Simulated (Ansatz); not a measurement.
C3H7NO, triplet, at a GFN2-xTB geometry (a higher spin typed on purpose: for a closed-shell molecule this is an excited state); Ansatz (a program for electronic structure) with BLYP/def2-SV(P).

The Ansatz input:
Ansatz 0.2 input:
```yaml
crystal:
  periodic: [false, false, false]
  atoms:
    - {symbol: C, position_ang: [1.43798509, -0.21479373, 0.40418359]}
    - {symbol: N, position_ang: [0.00821279, -0.33161500, 0.23877753]}
    - {symbol: C, position_ang: [-0.48626134, -1.66600490, 0.06696889]}
    - {symbol: C, position_ang: [-0.65928055, 0.69588540, -0.49319311]}
    - {symbol: O, position_ang: [-0.62168424, 1.93608778, -0.17996311]}
    - {symbol: H, position_ang: [1.67390001, 0.83187724, 0.58812928]}
    - {symbol: H, position_ang: [1.74408472, -0.81518089, 1.26239341]}
    - {symbol: H, position_ang: [1.99623087, -0.56263552, -0.47457389]}
    - {symbol: H, position_ang: [-1.56937853, -1.63569785, -0.03204501]}
    - {symbol: H, position_ang: [-0.05905694, -2.16689787, -0.81231222]}
    - {symbol: H, position_ang: [-0.22113001, -2.25521047, 0.94694802]}
    - {symbol: H, position_ang: [-0.40332508, 0.54582763, -1.57803379]}
basis:
  gaussian:
    orbitals: def2-SV_P_.json
    symmetry_tolerance_ang: 0.01
hamiltonian:
  xc: blyp
magnetization: {spin_polarized: true, initial_magnetization: 2}
```
The basis file holds def2-SV(P) in the JSON format of the Basis Set Exchange.

### Question
Predict the main parts of the log of this Ansatz run.

### Answer

```
Functional definition: BLYP
1139 factors; their error is unknown
mean field evaluation 1: about -6739.6013 eV, gradient 4.7e1 eV
mean field evaluation 2: about -6689.9823 eV, gradient 1.0e2 eV
mean field evaluation 4: about -6749.7118 eV, gradient 1.0e1 eV
mean field evaluation 8: about -6750.1421 eV, gradient 2.4e0 eV
mean field evaluation 16: about -6750.1068 eV, gradient 5.0e-2 eV
mean field evaluation 32: about -6749.6332 eV, gradient 5.4e-5 eV
mean field -6750.10678790 eV, -248.0618490688 hartree, gradient 4.6e-5 eV, S^2 2.003778; 1 other end points of the search recorded, 0 dependent functions left out
reference -6750.10707678 eV, -248.0618596847 hartree; 21, 19 occupied and 63, 65 virtual orbitals, 1139 factors
Total energy: -6750.10707678 eV, -248.0618596847 hartree
```
